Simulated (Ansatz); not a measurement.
Orthosilicic acid, relaxed with RKS PBE0-D4/def2-TZVP in Ansatz 0.2.0 from a GFN2-xTB geometry. The force threshold is 0.005 eV/Å; the program also tests the step.

Charge 0, multiplicity 1.

Start:

```xyz
9

O     0.186    0.471    1.544
Si    0.000    0.000    0.001
O    -0.637    1.264   -0.797
O    -1.012   -1.250   -0.230
O     1.463   -0.482   -0.515
H    -0.524    0.952    1.959
H    -0.984    1.120   -1.673
H    -0.711   -2.124    0.001
H     2.221    0.049   -0.290
```

Question: How much energy does the relaxation release, and in how many steps? (Best estimate.)

Answer: The calculation gave: 1.06 kJ/mol, in 7 steps.

Question: Which bonds change most? (Best estimate.)

Answer: Computed: Si2–O5 from 1.625 to 1.631 Å; O1–Si2 from 1.625 to 1.631 Å; Si2–O3 from 1.625 to 1.631 Å; Si2–O4 from 1.625 to 1.631 Å.

Question: Give the relaxed structure. (Best estimate.)

Answer: Computed: 
```xyz
9

O     0.195    0.470    1.550
Si    0.000    0.000    0.000
O    -0.641    1.275   -0.790
O    -1.019   -1.250   -0.241
O     1.465   -0.495   -0.518
H    -0.482    1.042    1.912
H    -1.075    1.088   -1.624
H    -0.664   -2.128   -0.092
H     2.222   -0.003   -0.197
```
